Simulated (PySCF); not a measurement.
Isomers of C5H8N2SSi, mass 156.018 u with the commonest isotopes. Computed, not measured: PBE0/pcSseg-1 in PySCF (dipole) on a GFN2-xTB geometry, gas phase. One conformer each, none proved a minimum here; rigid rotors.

Task: Order these by rotational constant A, largest first.
A. `[NH2:1][c:2]1[cH:3][cH:4][cH:5][n:6][c:7]1[S:8][SiH3:9]` with N6–C7–S8–Si9 0°
B. `[CH3:1][c:2]1[cH:3][c:4]([S:5][SiH3:6])[cH:7][n:8][n:9]1` with C3–C4–S5–Si6 -178°
C. `[CH2:1]=[CH:2][c:3]1[cH:4][c:5]([S:6][SiH3:7])[n:8][nH:9]1` with C1–C2–C3–C4 0°, C4–C5–S6–Si7 180°

Result: C (3788 MHz), B (3116 MHz), A (1973 MHz).

Task: Order these by rotational constant B, largest first.
A. `[CH3:1][c:2]1[cH:3][c:4]([S:5][SiH3:6])[cH:7][n:8][n:9]1` with C3–C4–S5–Si6 -178°
B. `[CH2:1]=[CH:2][c:3]1[cH:4][c:5]([S:6][SiH3:7])[n:8][nH:9]1` with C1–C2–C3–C4 0°, C4–C5–S6–Si7 180°
C. `[NH2:1][c:2]1[cH:3][cH:4][cH:5][n:6][c:7]1[S:8][SiH3:9]` with N6–C7–S8–Si9 0°

Result: C (1091 MHz), A (642.3 MHz), B (600.7 MHz).

Task: Order these by out-of-plane moment Σ m c² = (Ia + Ib − Ic)/2, smallest first.
A. `[CH2:1]=[CH:2][c:3]1[cH:4][c:5]([S:6][SiH3:7])[n:8][nH:9]1` with C1–C2–C3–C4 0°, C4–C5–S6–Si7 180°
B. `[CH3:1][c:2]1[cH:3][c:4]([S:5][SiH3:6])[cH:7][n:8][n:9]1` with C3–C4–S5–Si6 -178°
C. `[NH2:1][c:2]1[cH:3][cH:4][cH:5][n:6][c:7]1[S:8][SiH3:9]` with N6–C7–S8–Si9 0°

Result: A (3.06 u·Å²), C (3.62 u·Å²), B (4.62 u·Å²).

| SMILES | point group | Ia (u·Å²) | Ib (u·Å²) | Ic (u·Å²) | κ | μa (D) | μb (D) | μc (D) |
| --- | --- | --- | --- | --- | --- | --- | --- | --- |
| Cc1cc(S[SiH3])cnn1 | near Cs | 162.18 | 786.82 | 939.77 | -0.92 | 2.48 | 2.25 | 0.05 |
| Nc1cccnc1S[SiH3] | near Cs | 256.11 | 463.25 | 712.13 | -0.40 | 4.33 | 0.08 | 0.69 |
| C=Cc1cc(S[SiH3])n[nH]1 | Cs | 133.42 | 841.32 | 968.63 | -0.95 | 3.06 | 2.01 | 0.00 |
